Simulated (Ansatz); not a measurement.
Molecule: GeTe (charge +1, doublet). SMILES of the parent species: [Te]=[Ge]

Atoms: Ge1, Te2. Bonds: Ge1-Te2.

Bond lengths (Å) and angles (degrees) optimised at HF/STO-3G with Ansatz (an electronic-structure program); PBE/LANL2DZ with Ansatz; B3LYP/LANL2DZ with Ansatz; MP2/LANL2DZ with Ansatz, each started from the B3LYP-D3(BJ)/def2-TZVP structure (Ansatz) of the last column. A row stands for all coordinates that are equal there.

```
coordinate  HF/STO-3G  PBE/LANL2DZ  B3LYP/LANL2DZ  MP2/LANL2DZ  B3LYP-D3(BJ)/def2-TZVP
----------  ---------  -----------  -------------  -----------  ----------------------
Ge1-Te2         2.486        2.620          2.613        2.467                   2.510
```

Mean signed difference of all 1 bond lengths from B3LYP-D3(BJ)/def2-TZVP: HF/STO-3G -0.023 Å, PBE/LANL2DZ 0.110 Å, B3LYP/LANL2DZ 0.103 Å, MP2/LANL2DZ -0.042 Å.
